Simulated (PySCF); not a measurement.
C3H6BNO, SMILES C=C1CNB1O.

Geometry: r2SCAN-D4/def2-SVP. This is a generated structure with no PubChem entry under its InChIKey; it may be hypothetical. One conformer was computed; it need not be the lowest.

Calculation: PySCF with PBE/def2-TZVP.

Isolated molecule, no solvent.

Computed frontier levels, gap, dipole moment and polarisability:
The highest occupied level comes out as -5.93 eV, the lowest empty level is -1.32 eV and the orbital gap comes out as 4.61 eV. The dipole moment is 2.45 D and the quadrupole, principal values (traceless, Buckingham form, about the centre of nuclear charge) comes out as -6.35, -2.91, 9.26 D·Å. The mean static polarisability is 62.3 bohr³ (9.23 Å³) and the polarisability, principal values is 41.8, 65.2, 79.9 bohr³.
